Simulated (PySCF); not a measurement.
indium atom (In), doublet (core potentials on In).

The PySCF input:
```python
from pyscf import gto, scf, dft

mol = gto.Mole()
mol.atom = '''
    In    0.00000000    0.00000000    0.00000000
'''
mol.basis = 'def2-svp'
mol.ecp = {'In': 'def2-svp'}
mol.spin = 1
mol.verbose = 4
mol.build()

mf = dft.UKS(mol)
mf.xc = 'tpss'
mf.kernel()
mf.analyze()
```

**Question.** What does this run give for the HOMO energy, total energy, number of basis functions, dipole moment?

**Answer.** 
The HOMO energy is -2.82 eV. The total energy is -190.0289 Eh. The number of basis functions is 26 and the dipole moment is 0.00 D.

These values belong to the state on which the SCF converged, which isn't shown to be the lowest.
